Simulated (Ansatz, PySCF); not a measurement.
IPb (SMILES [I][Pb+]), charge +1, singlet, geometry from GFN2-xTB (such geometries of metal compounds can be far from the true shape) (core potentials on I, Pb). Base run: REVPBE/def2-TZVP (PySCF).

The PySCF input:
```python
from pyscf import gto, scf, dft

mol = gto.Mole()
mol.atom = '''
    Pb   -0.00000000   -0.00000000   -1.03909116
    I     0.00000000    0.00000000    1.60765047
'''
mol.basis = 'def2-tzvp'
mol.ecp = {'I': 'def2-tzvp', 'Pb': 'def2-tzvp'}
mol.charge = 1
mol.verbose = 4
mol.build()

mf = dft.RKS(mol)
mf.xc = 'revpbe'
mf.kernel()
```

The same geometry, method and basis name were run in Ansatz (a first-principles code) and PySCF, at each program's defaults and at the settings that a row names. The base is PySCF at its defaults. Differences at the defaults can come from grids, fitting, cores and function types together.

| code and settings | ΔE vs base (mEh) | basis functions | E (Eh) | SCF cycles |
|---|---|---|---|---|
| PySCF, defaults (exact integrals, its default grid, spherical functions) | 0.000 | 100 | -490.51084 | 12 |
| Ansatz, defaults (factorised integrals, its default grid, spherical functions) | -0.006 | 100 | -490.51084 | - |
| PySCF, density fitting with def2-universal-jkfit | -0.013 | 100 | -490.51085 | 12 |
| PySCF, fine grid | -0.003 | 100 | -490.51084 | 12 |
| Ansatz, high accuracy | -0.006 | 100 | -490.51084 | - |
